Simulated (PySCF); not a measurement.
C5H11N2 (doublet state).
Z-matrix (Å and degrees, GFN2-xTB geometry), rows numbered from 1:
```
C 
C   1  1.4615
C   2  1.5776  1  111.80
N   3  1.4445  2  109.08  1    65.56
C   3  1.4988  2  107.38  1  -170.10
N   5  1.2560  3  120.48  2  -108.06
C   6  1.4272  5  121.01  3   178.03
H   1  1.0720  2  119.70  3   -76.38
H   1  1.0736  2  120.28  3    88.19
H   2  1.0926  1  111.01  3   118.13
H   2  1.0921  1  111.04  3  -119.82
H   3  1.0965  2  107.68  1   -52.39
H   4  1.0156  3  108.66  2    71.24
H   4  1.0141  3  110.16  2  -171.89
H   5  1.1016  3  116.15  2    69.85
H   7  1.0911  6  108.11  5  -122.33
H   7  1.0909  6  108.31  5   121.24
H   7  1.0988  6  113.58  5    -0.55
```

The hyperfine couplings belong to this conformer and change with its torsions.

The species is `[CH2]C[C@@H](N)/C=N/C` [radical].

The calculation used UKS B3LYP, pcH-1 on C H N, non-relativistic, mean-field spin-orbit, GIAO in PySCF 2.14.0. Isolated species at its GFN2-xTB geometry (one conformer only). A GFN2-xTB geometry isn't a minimum of the functional, and hyperfine couplings can be far from their values at a DFT geometry. No stability test was run, so a lower SCF solution isn't excluded.

Problem. Predict the first-order ENDOR lines of N6, N4, H8/H9, H10, H11, H12, H13/H14 and H16/H17/H18 under fast tumbling at B = 335.4 mT (X band).

Solution. For S = 1/2 in fast tumbling each set of equivalent nuclei gives two lines, ν± = |νn ± a/2| to first order, with νn = g_N μN B/h and μN/h = 7.62259 MHz/T.

```
     nuclei  isotope     g_N  νn (MHz)  a_iso (MHz)  lower line (MHz)  upper line (MHz)
         N6      14N  0.4038      1.03         2.91              0.42              2.49
         N4      14N  0.4038      1.03        -0.71              0.68              1.39
      H8/H9       1H  5.5857     14.28       -59.73             15.59             44.15
        H10       1H  5.5857     14.28        42.62              7.03             35.59
        H11       1H  5.5857     14.28        27.30              0.63             27.93
        H12       1H  5.5857     14.28        -4.50             12.03             16.53
    H13/H14       1H  5.5857     14.28         1.23             13.67             14.89
H16/H17/H18       1H  5.5857     14.28         0.82             13.87             14.69
```

Problem. Which pairs are centred on the nuclear Larmor frequency, and which on half the coupling?

Solution. Centred on νn, since |a| < 2νn: N4, H11, H12, H13/H14 and H16/H17/H18. Centred on |a|/2 and split by 2νn: N6, H8/H9 and H10.

Problem. At what field would the lower line of H11 fall to zero frequency?

Solution. Where νn = |a|/2, that is B = 13.65 MHz/(5.5857 × 7.62259 MHz/T) = 321 mT, as far as first order holds there.

Means are taken over nuclei equivalent by connectivity, which assumes that they swap fast.
